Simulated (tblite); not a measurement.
Compound: 4-cyclopentene-1,3-dione, C₅H₄O₂.
SMILES with atom numbers: `[O:1]=[C:2]1[CH:3]=[CH:4][C:5](=[O:6])[CH2:7]1` (hydrogens: H8 on C3; H9 on C4; H10, H11 on C7)

Computed with GFN2-xTB (tblite), gas phase: Langevin dynamics at 200 K from the optimised GFN2-xTB geometry, time step 0.5 fs, friction 0.01 fs⁻¹, 2000 steps.

Start geometry:
```
atom  x, y, z in Å
O1      1.575   -1.820    0.278
C2      0.832   -0.886    0.130
C3      1.218    0.507   -0.204
C4      0.143    1.293   -0.298
C5     -1.101    0.529   -0.037
O6     -2.223    0.961   -0.048
C7     -0.680   -0.900    0.247
H8      2.247    0.788   -0.342
H9      0.121    2.344   -0.529
H10    -1.128   -1.596   -0.465
H11    -0.998   -1.217    1.242
```

The statistics below take the 31 frames saved every 25 fs from 250 to 1000 fs; their kinetic temperature (all 3N coordinates) averages 208 K.

**Question.** Give the mean, spread and extremes of the bond lengths.

**Answer.** 
```tsv
bond	start (Å)	mean (Å)	standard deviation (Å)	shortest (Å)	longest (Å)
O1=C2	1.202	1.203	0.016	1.178	1.234
C2–C3	1.484	1.484	0.024	1.446	1.527
C3=C4	1.335	1.336	0.011	1.304	1.353
C4–C5	1.484	1.485	0.023	1.431	1.530
C5=O6	1.202	1.201	0.012	1.181	1.233
C5–C7	1.516	1.521	0.026	1.465	1.567
C2–C7	1.516	1.518	0.026	1.455	1.562
C3–H8	1.076	1.080	0.025	1.037	1.134
C4–H9	1.076	1.080	0.024	1.040	1.129
C7–H10	1.091	1.090	0.019	1.045	1.132
C7–H11	1.091	1.096	0.023	1.045	1.140
```

**Question.** Give the same statistics for bond angles, one of each kind among heavy atoms.

**Answer.** 
```tsv
angle	start (°)	mean (°)	standard deviation (°)	smallest (°)	largest (°)
O1–C2–C3	126.6	126.5	2.2	122.4	131.4
O1–C2–C7	126.8	126.8	2.0	120.5	129.9
C3–C2–C7	106.6	106.4	2.0	102.6	110.0
C2–C3–C4	111.1	110.8	1.7	107.6	114.1
C2–C7–C5	104.7	103.9	2.2	98.6	108.5
```

**Question.** How far does each atom move about its mean position (frames aligned on the start, all atoms weighted alike), and what rms force does it feel?

**Answer.** 
```json
{"atom": "O1", "rms displacement (Å)": "0.27", "rms force (eV/Å)": "1.25"}
{"atom": "C2", "rms displacement (Å)": "0.08", "rms force (eV/Å)": "1.70"}
{"atom": "C3", "rms displacement (Å)": "0.08", "rms force (eV/Å)": "1.37"}
{"atom": "C4", "rms displacement (Å)": "0.07", "rms force (eV/Å)": "1.51"}
{"atom": "C5", "rms displacement (Å)": "0.08", "rms force (eV/Å)": "1.43"}
{"atom": "O6", "rms displacement (Å)": "0.27", "rms force (eV/Å)": "1.00"}
{"atom": "C7", "rms displacement (Å)": "0.05", "rms force (eV/Å)": "1.47"}
{"atom": "H8", "rms displacement (Å)": "0.15", "rms force (eV/Å)": "0.89"}
{"atom": "H9", "rms displacement (Å)": "0.15", "rms force (eV/Å)": "0.81"}
{"atom": "H10", "rms displacement (Å)": "0.19", "rms force (eV/Å)": "0.75"}
{"atom": "H11", "rms displacement (Å)": "0.26", "rms force (eV/Å)": "0.83"}
```

The displacements run from 0.05 to 0.27 Å.

The run is classical and short, so these are rough statistics of one trajectory.

What follows is the cost of the whole dynamics run. Hardware: one thread, Arm Neoverse V1 (aarch64), no GPU, shared host with 32 logical CPUs at a one-minute load of 11. Cost: 7.2 s wall, 0.18 GiB resident at most.
